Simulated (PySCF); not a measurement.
Compound: C11H9N.
Atom-mapped SMILES: `[cH:1]1[cH:2][cH:3][c:4](-[c:5]2[cH:6][cH:7][cH:8][n:9][cH:10]2)[cH:11][cH:12]1` (hydrogens: H13 on C1; H14 on C2; H15 on C3; H16 on C6; H17 on C7; H18 on C8; H19 on C10; H20 on C11; H21 on C12)

Torsions of this conformer, `[cH:1]1[cH:2][cH:3][c:4](-[c:5]2[cH:6][cH:7][cH:8][n:9][cH:10]2)[cH:11][cH:12]1`: C3–C4–C5–C6 -142°.

The closed-shell ground state was solved at several levels (PySCF, density fitting, gas phase, non-relativistic). Isolated species at its PBE0-D3(BJ)/def2-SVP geometry (one conformer only).

| level | basis functions | total energy (Eh) | HOMO (eV) | LUMO (eV) | gap (eV) | dipole (D) |
| --- | --- | --- | --- | --- | --- | --- |
| wB97X-D/def2-SVPD | 312 | -478.8396 | -8.57 | 0.42 | 8.99 | 2.38 |
| B3LYP/pcJ-1 | 414 | -479.3580 | -6.66 | -1.38 | 5.28 | 2.35 |
| mPW1PW91/pcSseg-2 | 558 | -479.3927 | -6.87 | -1.27 | 5.60 | 2.34 |

What might PBE0/pcSseg-1 (249 basis functions) give for the same quantities?

Total energy -478.7113 Eh, HOMO -6.90 eV, LUMO -1.25 eV, gap 5.65 eV, dipole 2.35 D.

Over all these levels, which gives the widest orbital gap and which the narrowest?

wB97X-D/def2-SVPD (range-separated hybrid) has the widest, 8.99 eV, and B3LYP/pcJ-1 (global hybrid, 20 % exact exchange) the narrowest, 5.28 eV. Functional and basis both differ between the two, so the spread mixes both effects.

How far do the dipole and the HOMO energy spread over the levels?

The dipole runs from 2.34 to 2.38 D (mean 2.35 D) and the HOMO from -8.57 to -6.66 eV.

The pairwise dispersion term of wB97X-D wasn't added to the energies; at a given geometry it leaves orbitals and properties as they are.
